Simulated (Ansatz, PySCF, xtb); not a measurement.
Gas-phase reaction in SMILES: C=CB(C=C)N(C)C [N-bis(ethenyl)boranyl-N-methylmethanamine] + 2 B (BH3) + 2 C (CH4) + 2 N (NH3) → 2 BC (CH5B) + BN (BNH4) + 2 C=C (C2H4) [ethene] + 2 CN (CH5N)
Geometries: B3LYP-D3(BJ)/def2-TZVP minima from Ansatz (a first-principles code), one conformer each, not searched for the lowest. Frequencies are from Ansatz or PySCF.
Geometry of the first species:
```
B
N 1 1.4070
C 2 1.4541 1 124.29
H 3 1.0846 2 111.27 1 4.01
H 3 1.0952 4 108.01 2 -121.07
H 3 1.0955 4 108.83 5 -116.42
C 2 1.4548 1 124.53 3 -179.95
H 7 1.0845 2 110.59 1 6.20
H 7 1.0953 8 108.90 2 -120.99
H 7 1.0956 8 108.78 9 -116.81
C 1 1.5669 2 121.11 3 6.03
C 11 1.3352 1 123.31 2 -163.53
H 12 1.0846 11 121.49 1 0.72
H 12 1.0848 13 116.09 11 -179.35
H 11 1.0878 12 116.05 13 -179.78
C 1 1.5718 2 121.52 3 -174.36
C 16 1.3327 1 126.02 2 57.28
H 17 1.0849 16 122.46 1 174.74
H 17 1.0855 18 115.78 16 178.97
H 16 1.0894 17 116.57 18 0.92
```

Property: bond separation energy (enthalpy at 298 K, with B3LYP-D3(BJ) rigid-rotor harmonic-oscillator terms), in kcal/mol. Correlated levels leave the core frozen unless marked. Spin-orbit coupling is left out. Non-relativistic. CBS(X,Y): correlation extrapolated as X^-3; Hartree-Fock from the larger set. The bracket is a focal-point correction in the basis named.

```tsv
level	program	bond separation energy (kcal/mol)
GFN1-xTB	xtb	6.3
RI-HF/cc-pVQZ	Ansatz	1.4
```

### Question
Predict the RI-MP2/CBS(aug-cc-pVTZ,aug-cc-pVQZ)+[CCSD(T)-MP2]/aug-cc-pVTZ result (Ansatz).

### Answer
11.0 kcal/mol
